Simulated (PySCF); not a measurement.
A species of formula C9H13F has this rotational fingerprint, computed with PBE0-D3(BJ)/def2-SVP geometry optimisation, gas phase (PySCF 2.14.0):

* Rotational constants: A = 2011, B = 1071, C = 852.0 MHz
* Dipole components: |μa| = 1.00 D, |μb| = 1.32 D, |μc| = 0.49 D
* Inertial defect: -130.08 u·Å²
* κ: -0.62

Question: Which candidate fits, each taken in the one conformer that was computed?
A. `[CH2:1]=[C:2]([CH3:3])[C@@H:4]1[CH2:5][CH2:6][CH2:7][CH:8]=[C:9]1[F:10]` with C1–C2–C4–C5 -103°, C2–C4–C5–C6 -167°, C4–C5–C6–C7 62°, C5–C6–C7–C8 -47°, C6–C7–C8–C9 16°
B. `[CH3:1]/[C:2]1=[CH:3]/[CH2:4][C@H:5]([F:6])/[CH:7]=[CH:8]\[CH2:9][CH2:10]1` with C2–C3–C4–C5 -78°, C3–C4–C5–F6 -145°, C4–C5–C7–C8 -60°, C7–C8–C9–C10 58°
C. `[CH3:1][CH2:2][C@@H:3]1[CH2:4][C@@H:5]2[CH:6]=[CH:7][C@@:8]1([F:9])[CH2:10]2` with C1–C2–C3–C4 -69°

Answer: A. It is C=C(C)[C@@H]1CCCC=C1F, an asymmetric top, point group C1. The candidates at the same level (rigid rotor, commonest isotopes):

```tsv
SMILES	A (MHz)	B (MHz)	C (MHz)	μa (D)	μb (D)	μc (D)	Δ (u·Å²)	point group	rotor
C/C1=C/C[C@H](F)/C=C\CC1	2020	1004	729.5	2.14	0.81	0.09	-60.82	C1	asymmetric top
C=C(C)[C@@H]1CCCC=C1F	2011	1071	852.0	1.00	1.32	0.49	-130.08	C1	asymmetric top
CC[C@@H]1C[C@@H]2C=C[C@@]1(F)C2	1988	1221	1001	0.19	1.77	0.05	-163.54	C1	asymmetric top
```

`C/C1=C/C[C@H](F)/C=C\CC1` has C 14 % too low; `CC[C@@H]1C[C@@H]2C=C[C@@]1(F)C2` has C 18 % too high. No structure here is proved a minimum.
